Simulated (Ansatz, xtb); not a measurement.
Ligand exchange: InH2(CH3) + Ga(CH3)(NH2)2 → InH2(NH2) + Ga(CH3)2(NH2)

Species: InH2(CH3), singlet; Ga(CH3)(NH2)2, singlet; InH2(NH2), singlet; Ga(CH3)2(NH2), singlet. The partners trade CH3 for NH2: In–CH3 and Ga–NH2 bonds give way to In–NH2 and Ga–CH3.

Shapes, held fixed at every level: PBE0-D4/def2-TZVP. Programs: Ansatz 0.2.0, xtb 6.7.1. Electronic energies: no zero-point or thermal term.

```
               level                    kind  ΔE (kJ/mol)  less CCSD(T)/def2-TZVPP
            GFN0-xTB          semi-empirical        +15.7                    +12.0
         HF/def2-SVP            Hartree–Fock        +15.7                    +12.0
   PBE-D4/def2-TZVPP                     GGA         -2.3                     -6.0
r2SCAN-D4/def2-TZVPP                meta-GGA         +0.3                     -3.4
  wB97X-V/def2-TZVPP  range-separated hybrid         +3.3                     -0.4
   B2PLYP/def2-TZVPP           double hybrid         +1.9                     -1.8
       CCSD/def2-SVP   coupled cluster or CI         +5.9                     +2.2
     CCSD/def2-TZVPP   coupled cluster or CI         +5.6                     +1.9
  CCSD(T)/def2-TZVPP   coupled cluster or CI         +3.7                      0.0
```

The highest level, CCSD(T)/def2-TZVPP, gives ΔE = +3.7 kJ/mol; the levels span -2.3 to +15.7. That is about zero within the method's error. They disagree on the sign: 8 of 9 are positive. The column of differences is taken from that level and isn't an error. No measured value is set beside it here. For atoms past krypton def2 sets carry core potentials with scalar relativity. Relativity is left out for Ga. Outer-core shells of Ga, In are correlated, in sets that cover them unevenly.
